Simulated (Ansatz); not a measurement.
Gas-phase electronic energies from Ansatz, PBE0-D4/def2-TZVP geometries. CCSD(T)/CBS is the MP2 limit (def2-TZVPP, def2-QZVPP) plus CCSD(T) − MP2 in def2-TZVPP, frozen cores. Functionals use def2-TZVPP. For Ge outer-core shells are correlated without core-valence functions, which leaves a few kJ/mol of doubt a bond. Scalar relativity is left out up to krypton. Each species was taken in one conformer, which may not be the lowest.

Consider the redistribution: `C[O][Ge][OH]` + `BC(=C)SC` → `C[O][Ge][S]C` + `BC(=C)O`.

```json
{"level": "ωB97X-V", "ΔE (kJ/mol)": "23.5"}
{"level": "PBE", "ΔE (kJ/mol)": "8.4"}
{"level": "HF/def2-TZVPP", "ΔE (kJ/mol)": "18.6"}
{"level": "MP2/def2-TZVPP", "ΔE (kJ/mol)": "33.4"}
{"level": "CCSD(T)/def2-TZVPP", "ΔE (kJ/mol)": "24.7"}
{"level": "MP2/def2-QZVPP", "ΔE (kJ/mol)": "34.8"}
{"level": "MP2/CBS(def2)", "ΔE (kJ/mol)": "34.9"}
{"level": "CCSD/CBS(def2)", "ΔE (kJ/mol)": "26.5"}
```

(1) What does CCSD(T)/CBS give? (An estimate is asked.)

Largest T1 diagnostic among the species: 0.015.

Answers

(1) The calculation gave: +26.2 kJ/mol. The listed levels differ from it by -2.7, -17.8, -7.6, 7.2, -1.5, 8.6, 8.7, 0.3 kJ/mol.

In def2-TZVPP, CCSD(T) changes the Hartree–Fock value by +6.1 kJ/mol (the triples alone add −0.3 kJ/mol) and MP2 by +14.8 kJ/mol.
